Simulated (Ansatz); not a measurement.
Reaction (ligand exchange at a P–Se bond): `P[Se][SiH2][SeH]` + `O[AsH2]` → `PO[AsH2]` + `[SeH][SiH2][SeH]`

Isolated molecules relaxed with PBE0-D4/def2-TZVP in Ansatz; ΔE leaves out vibrations. CCSD(T)/CBS is the MP2 limit (def2-TZVPP, def2-QZVPP) plus CCSD(T) − MP2 in def2-TZVPP, frozen cores. Functionals use def2-TZVPP. HSE06 is defined as in plane-wave codes. For As, Se outer-core shells are correlated without core-valence functions, which leaves a few kJ/mol of doubt a bond. Scalar relativity is left out up to krypton. One conformer a species, not always the lowest.

`P[Se][SiH2][SeH]`:

```xyz
9

P     1.064   -1.945   -0.475
Se    1.146    0.324   -0.576
Si   -1.019    0.546    0.101
Se   -1.433    2.738    0.532
H     1.640   -2.186   -1.750
H     2.296   -2.123    0.208
H    -1.242   -0.312    1.289
H    -1.977    0.187   -0.973
H    -0.474    2.771    1.645
```

`O[AsH2]`:

```xyz
5

O    -0.372    0.354    0.986
As    0.105   -0.568   -0.487
H    -0.767   -0.266    1.603
H    -0.465    0.434   -1.489
H     1.498    0.047   -0.613
```

`PO[AsH2]`:

Cartesian coordinates in Å:
```
P -1.433 0.435 -0.443
O 0.165 0.070 -0.265
As 0.743 -0.469 1.364
H -1.686 -0.303 -1.637
H -1.289 1.653 -1.168
H 1.457 -1.719 0.847
H 2.042 0.333 1.301
```

`[SeH][SiH2][SeH]`:

```xyz
7

Se   -1.955   -0.359    0.097
Si    0.270   -0.516   -0.340
Se    1.508    1.213    0.467
H    -1.739   -0.233    1.544
H     0.890   -1.708    0.286
H     0.328   -0.615   -1.818
H     0.698    2.218   -0.234
```

| level | ΔE (eV) |
| --- | --- |
| PBE-D4 | 0.45 |
| HSE06-D4 | 0.44 |
| CAM-B3LYP-D4 | 0.25 |
| PBE0 | 0.42 |
| r2SCANh | 0.38 |
| CAM-B3LYP | 0.23 |
| CCSD/def2-TZVPP | 0.30 |
| CCSD(T)/def2-TZVPP | 0.33 |

Q: What does CCSD(T)/CBS give? (Estimate.)

A: The calculation gave: +0.36 eV. The listed levels differ from it by 0.09, 0.08, -0.11, 0.06, 0.02, -0.13, -0.06, -0.03 eV.

Q: What do rigid-rotor, harmonic-oscillator terms from PBE0-D4/def2-TZVP frequencies (298.15 K, 1 bar) make of the CCSD(T)/CBS value? (Best estimate.)

A: Computed: ΔZPE = -0.07 eV, ΔH = +0.28 eV, ΔS = 3 J/(mol·K), ΔG = +0.27 eV. Modes under 50 cm⁻¹ make the entropy rough.

Largest T1 diagnostic among the species: 0.013.

The D4 term adds +0.04 eV with B3LYP and +0.02 eV with PBE0; it sums over pairs of atoms, weighted by their polarisabilities, and B3LYP, whose exchange is more repulsive, gets the larger term. From BLYP to BHLYP (50 % exact exchange), in def2-TZVPP and without D4, ΔE moves by −0.04 eV. In def2-TZVPP, CCSD(T) changes the Hartree–Fock value by +0.15 eV (the triples alone add +0.03 eV) and MP2 by +0.20 eV.

B3LYP here is the variant with VWN-RPA as its local correlation; programs differ in this.
